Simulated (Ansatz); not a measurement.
Frontier orbitals of `[CH3][GaH-]([CH3])[SeH2+]`.

Cartesian coordinates in Å:
```
C 1.150 -0.573 -1.543
Ga 0.685 -0.200 0.350
C -0.067 1.571 0.837
Se -1.662 -1.689 0.407
H 2.116 -0.114 -1.774
H 0.418 -0.150 -2.236
H 1.243 -1.642 -1.744
H 1.343 -1.086 1.488
H 0.742 2.306 0.897
H -0.777 1.931 0.089
H -0.564 1.557 1.810
H -2.109 -1.190 1.713
H -2.517 -0.722 -0.295
```

The species carries charge 0 and has multiplicity 1. Correlated methods include outer-core shells of Ga, Se, which these sets cover unevenly. Scalar relativity is left out up to krypton. Geometry: relaxed with PBE0-D4/def2-TZVP. It is one conformer, not always the lowest. Basis def2-TZVPP, the Gaussian-basis code of Ansatz.

| functional | HOMO (eV) | LUMO (eV) | gap (eV) |
| --- | --- | --- | --- |
| LDA (SPW92) | -6.16 | -1.67 | 4.49 |
| PBE | -5.99 | -1.56 | 4.43 |
| revPBE | -5.93 | -1.51 | 4.42 |
| r2SCAN | -6.24 | -1.32 | 4.92 |
| PBE0 | -7.21 | -0.65 | 6.56 |
| ωB97X-V | -9.56 | 1.48 | 11.04 |
| ωB97M-V | -9.44 | 1.29 | 10.73 |
| HF | -10.09 | 2.60 | 12.69 |

Against PBE, PBE0 changes HOMO and LUMO by −1.21 and +0.92 eV, ωB97M-V by −3.45 and +2.85 eV. A gap of 4.43 eV thus becomes 10.73 eV for the same molecule, so an orbital gap means little without its functional. A positive LUMO is unbound and depends on the basis.
